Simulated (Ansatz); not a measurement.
Members of the series GeXY, Y = hydroxy; each row names its spin state. Isolated molecules, 0 K electronic values unless said otherwise. One relaxed conformer stands for each flexible species; it need not be the lowest. Strings in code marks are SMILES.

Quantity: adiabatic spin-state energy, in eV. HF references are unrestricted for open shells and restricted for singlets.

Case: `[BH2][Ge][OH]`: multiplicity 3 minus multiplicity 1. The other species in the difference include `[BH2][Ge][OH]` (neutral, multiplicity 1). Geometry of `[BH2][Ge][OH]` (neutral, multiplicity 3, Å):

```xyz
6

B     -1.3597    -0.0601    -0.0070
Ge     0.5135    -0.8077     0.1267
O      1.7894     0.4440    -0.0452
H     -2.2636    -0.8167     0.0956
H     -1.3761     1.1149    -0.1830
H      2.6965     0.1256     0.0129
```

Problem. Predict the adiabatic spin-state energy from frozen-core CCSD(T)/cc-pVDZ // B3LYP-D3(BJ)/def2-TZVP (Ansatz, a program for electronic structure).

Solution. 0.58 eV.
